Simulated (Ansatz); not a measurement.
The same path of GaH$_{5}$O (7 atoms, charge 0, multiplicity 1) was run twice with different band settings. Lost on the way: Ga1–H2, O5–H7. Made: H2–H7.

The calculation used RKS BLYP-D4/def2-SVP in Ansatz.

Relaxed end points:

```xyz
7
Properties=species:S:1:pos:R:3
Ga 0.023 0.123 0.062
H -0.139 0.647 1.560
H 1.422 0.281 -0.662
H -1.299 -0.066 -0.805
O 0.139 -2.032 0.632
H -0.749 -2.416 0.480
H 0.274 -2.086 1.601
```

```xyz
7
Properties=species:S:1:pos:R:3
Ga -0.074 -0.220 -1.093
H 0.488 -1.368 3.532
H 1.206 0.684 -1.161
H -1.251 -0.406 -2.132
O -0.149 -1.187 0.446
H -0.940 -1.758 0.504
H 0.393 -1.292 2.772
```

Common settings: spring 5.0 eV/Å²; optimiser quadratic models (default); start path through a guess of the saddle point; force threshold 0.03 eV/Å; iteration limit 60; end points relaxed.

| run | movable images | climbing image |
| --- | --- | --- |
| 1 | 5 | yes |
| 2 | 4 | no |

**Question.** What does each run give, and how far can it be trusted?

**Answer.** Run 1: converged after 17 iterations, highest image 0.875 eV above the first end. A vibrational analysis at the climbing image gives one clearly imaginary mode, 1132i cm⁻¹: a first-order saddle point.
Run 2: converged after 19 iterations, highest image 0.506 eV above the first end. No image climbed, so the highest image needn't sit at the top of the path. A band with more images between the same ends climbed to 0.88 eV, so this one has probably stepped over the top.
The orbitals stay closed-shell, which can raise the energy where a bond breaks towards radicals; this wasn't checked here.
